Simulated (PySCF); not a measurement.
Low-lying terms of Tl(3+) (thallium, charge +3)

Ground state [Xe] 4f14 5d10, ¹S. Calculation: PySCF 2.14, in aug-cc-pVTZ-PP with ECP60MDF; scalar relativity through the core potential. Vertical excitation energies in eV without spin-orbit coupling; excited terms of each kind are numbered among those the solver found. Frozen: 5s2 5p6.

```
 term  leading excitation  EOM-EE-CCSD
 1 3D              5d → s       10.255
 1 1D              5d → s       11.147
1 3P°              5d → p       20.253
1 3F°              5d → p       20.749
1 1F°              5d → p       21.099
1 1D°              5d → p       21.533
1 3D°              5d → p       21.594
1 1P°              5d → p       21.785
 2 3D              5d → s       31.866
 1 1G              5d → d       31.999
 2 1D              5d → s       32.072
```

The spin-orbit splitting of the hole, absent here, rivals or exceeds the spacing of these terms, so the LS terms are model states.

The solver can miss terms.
